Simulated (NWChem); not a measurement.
System: AlH2O2Cl; SMILES [OH][Al]([Cl])[OH]

The following NWChem deck was run.

```
start job
memory heap 200 mb stack 900 mb global 1100 mb
geometry units angstroms noautoz
  Al    -0.039107     0.427976     0.000000
  Cl     0.200397    -1.648451     0.000000
  O     -1.614191     1.032697     0.000000
  H     -1.839773     1.964030     0.000000
  O      1.289622     1.474699     0.000000
  H      2.209667     1.207104     0.000000
end
basis spherical
  * library 6-31g*
end
dft
  xc m05-2x
  iterations 150
  mulliken
end
task dft energy
```

All runs use the structure optimised with PBE0/def2-SVP.

**Question.** Predict the main results of this run. (M05-2X/6-31G* (spherical d).) Quantities: energy (Ha); highest occupied level (eV); orbital gap (eV); dipole (D).

**Answer.** 
```yaml
energy (Ha): -854.38
highest occupied level (eV): -10.54
orbital gap (eV): 10.82
dipole (D): 2.31
```
